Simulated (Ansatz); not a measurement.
`[OH][Ti]([OH])([SeH])[SeH]`, relaxed with RKS PBE0-D4/def2-TZVP in Ansatz 0.2.0 from a PBE-D4/def2-SVP geometry. The force threshold is 0.005 eV/Å; the program also tests the step.

Charge 0, multiplicity 1.

Start:

```xyz
9

O    -1.524   -0.186   -0.469
Ti    0.164    0.283   -0.169
O     0.647    1.808   -0.935
Se    1.617   -1.544   -0.926
Se    0.464    0.673    2.229
H    -2.312   -0.251    0.098
H     0.192    2.460   -1.497
H     0.447   -2.455   -0.809
H     0.304   -0.786    2.478
```

```tsv
step	energy (eV)	largest force (eV/Å)	largest move (Å)
1	-157955.7586	0.688	0.000
2	-157955.7776	0.201	0.027
3	-157955.7795	0.046	0.026
4	-157955.7800	0.120	0.019
5	-157955.7807	0.069	0.014
6	-157955.7811	0.259	0.051
7	-157955.7842	0.021	0.053
8 (rejected)	-157955.7842	0.030	0.022
9	-157955.7846	0.024	0.011
10	-157955.7848	0.034	0.013
11	-157955.7849	0.023	0.007
12	-157955.7849	0.013	0.014
13	-157955.7849	0.005	0.007
14	-157955.7849	0.005	0.004
```

End:

```xyz
9

O    -1.530   -0.236   -0.407
Ti    0.149    0.263   -0.158
O     0.616    1.782   -0.927
Se    1.603   -1.531   -0.941
Se    0.533    0.694    2.205
H    -2.370   -0.284    0.048
H     0.266    2.489   -1.471
H     0.466   -2.462   -0.882
H     0.266   -0.716    2.534
```

It took 2.2 min on 4 threads of an Arm Neoverse V2 on a shared host, with 0.93 GiB of host memory at the peak.
